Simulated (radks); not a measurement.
The numbers below are computed, except where a source is named.
Ionisation of neutral thallium, [Hg] 6p1, to Tl+, [Hg], under several functionals. Non-relativistic Kohn-Sham, spin-polarised, spherical densities, point nucleus; open shells are filled with parallel spins first (spin-orbit coupling, left out, can overturn this in heavy ions); a radial shooting solver on a logarithmic mesh with Libxc functionals.

| functional | E(Tl) (hartree) | Exc (hartree) | IE (eV) | -e(HOMO) (eV) | <r> HOMO (bohr) | IE error (eV) |
|---|---|---|---|---|---|---|
| exchange-only PBE | -18960.5979 | -350.8045 | 4.941 | 2.359 | 4.054 | -1.168 |
| XLYP | -18967.3249 | -357.5956 | 5.426 | 2.688 | 3.863 | -0.682 |
| BP86 | -18967.6034 | -357.8895 | 5.624 | 2.958 | 3.790 | -0.484 |
| AM05 | -18957.1169 | -347.3259 | 5.433 | 2.792 | 3.807 | -0.676 |
| PBE | -18965.5600 | -355.8315 | 5.470 | 2.827 | 3.842 | -0.638 |
| Wu-Cohen GGA | -18964.5859 | -354.8500 | 5.488 | 2.847 | 3.791 | -0.620 |
| exchange-only B88 | -18962.0242 | -352.2478 | 4.913 | 2.349 | 4.004 | -1.195 |
| LDA (Slater exchange, VWN5 correlation) | -18956.9621 | -347.1629 | 5.674 | 2.961 | 3.779 | -0.434 |
| OLYP | -18972.9070 | -363.4195 | 5.168 | 2.543 | 3.878 | -0.940 |
| LDA (Slater exchange, Perdew-Wang correlation) | -18956.9279 | -347.1282 | 5.671 | 2.955 | 3.780 | -0.438 |
| PW91 | -18967.2818 | -357.5705 | 5.526 | 2.872 | 3.830 | -0.582 |

NIST Atomic Spectra Database: 6.108 eV (measured). Closest: LDA (Slater exchange, VWN5 correlation). The Delta-SCF values span 0.76 eV, the total energies 15.98 hartree. The highest occupied level is 6p. Relativity is left out here, which matters for elements this heavy. Open shells are spherical and high-spin; term and fine-structure splittings are not resolved.
